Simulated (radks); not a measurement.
The mean radii <r> (bohr) of the occupied orbitals of an atom or ion are listed with their occupations. Method: Dirac Kohn-Sham, PBE, spin-unpolarised, spherical densities, point nucleus; computed with a radial shooting solver on a logarithmic mesh with Libxc functionals.

orbital  occ.      <r>
1s1/2       2  0.03609
2s1/2       2   0.1577
2p1/2       2   0.1346
2p3/2       4   0.1391
3s1/2       2   0.4427
3p1/2       2   0.4382
3p3/2       4   0.4487
3d3/2       4   0.4301
3d5/2       6   0.4336
4s1/2       2    1.123
4p1/2       2    1.212
4p3/2       4    1.236

Name the element and its charge. Open shells, if any, are shared by 2j + 1.

Answer. Z = 41, niobium, charge +5: Nb5+ in [Kr]. The 1s radius gives Z: for a bare nucleus <r> = (2 gamma + 1)/(2Z) with gamma = sqrt(1 - (Z/c)^2), 0.03547 bohr for Z = 41, and screening makes it slightly larger (0.03609 here). The occupations add up to 36, and the charge is Z minus that.
